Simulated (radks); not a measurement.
Results of a calculation; reference values are marked as such.
Species: Cl+. Configuration: [Ne] 3s2 3p3 4p1 (not the ground configuration). Level of theory: scalar-relativistic Kohn-Sham, PBEsol, spin-polarised, spherical densities, point nucleus; open shells are filled with parallel spins first (a radial shooting solver on a logarithmic mesh with Libxc functionals). Some entries of the table are withheld. Estimate them.

orbital,occ.,eigenvalue (eV),<r^2> (bohr^2),r(max) (bohr)
1s up,1,-2768.809,0.01116,0.05953
1s down,1,-2768.172,0.01116,0.05952
2s up,1,-273.5185,0.2350,0.3619
2s down,1,-272.8995,0.2343,0.3622
2p up,3,(1),0.2064,0.3013
2p down,3,(2),0.2057,0.3017
3s up,1,-40.0890,2.387,1.250
3s down,1,-35.9832,2.443,1.248
3p up,3,-26.8753,(3),1.349
3p down,0,-22.9689,(4),1.355
4p up,1,-6.1802,26.59,4.436

Answer. 
(1) 2p up eigenvalue (eV): -212.9346
(2) 2p down eigenvalue (eV): -212.0845
(3) 3p up <r^2> (bohr^2): 2.990
(4) 3p down <r^2> (bohr^2): 3.165
